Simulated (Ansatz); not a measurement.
Pulling on the In1–F3 bond in BrFHIn (SMILES [F][InH][Br]) (multiplicity 1 held, fragments rigid). Energies count from the point at 1.956 Å.
Geometry at that point (charge 0, multiplicity 1):
```xyz
4

In    -0.57249     0.30095    -0.56327
H     -1.87411    -0.22607    -1.51617
F     -0.01603     2.17536    -0.60216
Br     0.85915    -0.97425     0.98674
```

R- and RO- levels are restricted; in cc, def2 and unpolarised 6-31G sets they are followed outwards from rest. Unrestricted levels (U-) break spin symmetry where that is lower. Levels need not reach the same state.

Frozen-core correlation. Filled d and f shells under p-block atoms count as core.

Programs: Ansatz (a program for electronic structure) with Gaussian orbitals. Values without a source in brackets are computed. In def2 rows elements past Kr take small-core potentials, without spin–orbit coupling.

Energies in eV.

| R (Å) | R-PBE/def2-TZVPP | U-r2SCAN/def2-TZVPP | U-B3LYP/def2-TZVPP | U-MP2/def2-TZVPP | U-CCSD/def2-TZVPP |
|---|---|---|---|---|---|
| 1.565 | 3.35 | 3.18 | 3.31 | 3.45 | 3.38 |
| 1.760 | 0.59 | 0.50 | 0.56 | 0.58 | 0.55 |
| 1.956 | 0.00 | 0.00 | 0.00 | 0.00 | 0.00 |
| 2.151 | 0.24 | 0.33 | 0.28 | 0.31 | 0.34 |
| 2.347 | 0.77 | 0.93 | 0.85 | 0.93 | 0.98 |
| 2.640 | 1.64 | 1.89 | 1.79 | 1.97 | 2.03 |
| 2.933 | 2.40 | 2.73 | 2.61 | 4.33 | 3.02 |
| 3.422 | 3.34 | 3.61 | 3.51 | 5.13 | 4.20 |
| 3.911 | 3.92 | 4.03 | 3.96 | 5.29 | 4.73 |
| 4.498 | 4.32 | 4.28 | 4.23 | 5.34 | 4.85 |
| 5.280 | 4.60 | 4.43 | 4.40 | 5.35 | 4.87 |
| 6.258 | 4.75 | 4.50 | 4.49 | 5.35 | 4.88 |

Doubts at one or more of the structures used: a restricted determinant that unrestricted orbitals would lower (R-PBE/def2-TZVPP); a spin-contaminated determinant (U-r2SCAN/def2-TZVPP, U-B3LYP/def2-TZVPP, U-MP2/def2-TZVPP, U-CCSD/def2-TZVPP); T1 above 0.05 (U-CCSD/def2-TZVPP).
